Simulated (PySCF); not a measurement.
## Mg: excitation energy

Mg [Ne] 3s2 (1S) → Mg [Ne] 3p2 (3P), as a difference of total energies. All numbers are calculated (PySCF 2.14, the non-relativistic Hamiltonian (point nucleus), in dyall-acv3z (20s13p7d4f, 122 functions)). Correlated levels: valence: [Ne] frozen; valence and next inner shell: 1s2 frozen; virtual orbitals above 40 to 60 times the deepest correlated orbital energy dropped. The calculations carry no spin-orbit coupling.

| method | excitation energy (eV) | error (eV) |
| --- | --- | --- |
| UHF | 6.269 | -0.904 |
| LDA | 6.513 | -0.660 |
| PBE | 6.285 | -0.888 |
| PBE0 | 6.405 | -0.768 |
| r2SCAN | 6.149 | -1.024 |
| PW91 | 6.300 | -0.873 |
| HSE06 | 6.395 | -0.778 |
| BP86 | 6.315 | -0.858 |
| MP2 (valence) | 6.787 | -0.386 |
| SCS-MP2 (valence) | 7.010 | -0.163 |
| MP2 (valence and next inner shell) | 7.006 | -0.167 |
| SCS-MP2 (valence and next inner shell) | 7.178 | +0.005 |

Reference: 7.173 eV (measured; NIST levels, between the centres of gravity of the two terms).

Errors of the correlated levels include the incompleteness of this basis and the frozen core.
